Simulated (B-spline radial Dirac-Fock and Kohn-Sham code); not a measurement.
These are calculated numbers from a radial finite-basis atomic code; the model is the Dirac equation of a negative muon with reduced mass in the field of a spherical finite nucleus, with the Uehling potential to all orders; nuclear polarisation, deformation, hyperfine structure, self-energy, higher-order vacuum polarisation, relativistic recoil and electron screening are left out. The nuclear charge is a Gaussian distribution.

**Question.** A muonic atom of atomic mass 174.94 u emits these computed lines: 2p3/2 → 1s1/2 5256 keV, 3d5/2 → 2p3/2 1911 keV, 4f7/2 → 3d5/2 700.6 keV, 5g9/2 → 4f7/2 322.5 keV. Which element is it, and what rms charge radius was used?

**Answer.** Lutetium (Z = 71, nuclide ¹⁷⁵Lu); the high transitions hardly feel the nucleus and fix Z. The 2p → 1s line lies 6417 keV below the value for a point nucleus without QED, which for this nuclear model gives a radius near 5.37 fm (5.37 fm was used).
